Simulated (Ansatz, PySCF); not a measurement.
Si(H)2(Br)(vinyl) (C2H5BrSi), SMILES [SiH2](C=C)Br. Atoms are numbered in the order given.

```xyz
9

Si    -0.0046    -0.7577     0.6751
Br    -1.0032     0.7685    -0.6454
C      1.8378    -0.7110     0.4115
C      2.6984    -0.3831     1.3854
H     -0.3157    -0.4274     2.0913
H     -0.5852    -2.0763     0.3054
H      2.2331    -0.9599    -0.5818
H      3.7819    -0.3638     1.2229
H      2.3586    -0.1170     2.3930
```
Charge 0, spin multiplicity 1.

Geometry: B3LYP-D3(BJ)/def2-SVP. One conformer was computed; it need not be the lowest.

Two levels are set side by side: PBE-D3(BJ)/def2-SVP (Ansatz, a quantum-chemistry and plane-wave program) and B3LYP-D3(BJ)/def2-SVP (Ansatz). Each level has its own optimised geometry; the coordinates shown are those of the second. Frequencies come from the Hessian of PySCF at each geometry. Differences are taken from unrounded values.

```csv
quantity,B3LYP-D3(BJ)
mean bond length (Å),1.465
bond Si1–Br2 (Å),2.252
bond Si1–C3 (Å),1.862
bond C3–C4 (Å),1.340
bond Si1–H5 (Å),1.487
bond Si1–H6 (Å),1.487
bond C3–H7 (Å),1.098
bond C4–H8 (Å),1.096
bond C4–H9 (Å),1.096
highest harmonic wavenumber (cm⁻¹),3207
mean harmonic wavenumber (cm⁻¹),1266
zero-point energy (kcal/mol),38.01
```

### Question
What does PBE-D3(BJ) give, and how far is it from B3LYP-D3(BJ)? (An estimate is asked for; the answer gives what the named calculation found.)

### Answer

```
quantity                            PBE-D3(BJ)  PBE-D3(BJ) minus B3LYP-D3(BJ)
----------------------------------  ----------  -----------------------------
mean bond length (Å)                     1.473                          0.009
bond Si1–Br2 (Å)                         2.252                          0.000
bond Si1–C3 (Å)                          1.868                          0.006
bond C3–C4 (Å)                           1.349                          0.008
bond Si1–H5 (Å)                          1.502                          0.015
bond Si1–H6 (Å)                          1.502                          0.015
bond C3–H7 (Å)                           1.106                          0.008
bond C4–H8 (Å)                           1.104                          0.008
bond C4–H9 (Å)                           1.104                          0.008
highest harmonic wavenumber (cm⁻¹)        3144                            -63
mean harmonic wavenumber (cm⁻¹)           1229                            -37
zero-point energy (kcal/mol)             36.89                          -1.11
```

GGA bonds tend to be longer and softer than those of functionals with exact exchange. Differences between two approximate levels are no errors against the true value.
